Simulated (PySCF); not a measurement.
AlBr₂H. Atoms are numbered in the order given.

```xyz
4

Al     0.0000     0.0000    -0.9374
H      0.0000     0.0000    -2.5023
Br     0.0000    -1.9394     0.2098
Br     0.0000     1.9394     0.2098
```

The structure is a stationary point at B3LYP-D3(BJ)/def2-SVP.

Computed with B3LYP/pcSseg-2 (PySCF).

GIAO shieldings, no solvent; atoms alike by connectivity are averaged. δ = σ(ref) − σ: ¹H against TMS (σ = 31.68 ppm), references at their B3LYP-D3(BJ)/def2-TZVP geometries, non-relativistic (without spin–orbit terms, shifts of atoms bonded to Cl or Br come out too high).

Task: Estimate the chemical shifts. (An estimate is asked for; the answer gives what the named calculation found.)

Result: 
```
nucleus  atoms  count  δ (ppm)
-------  -----  -----  -------
¹H          H2      1     5.71
```
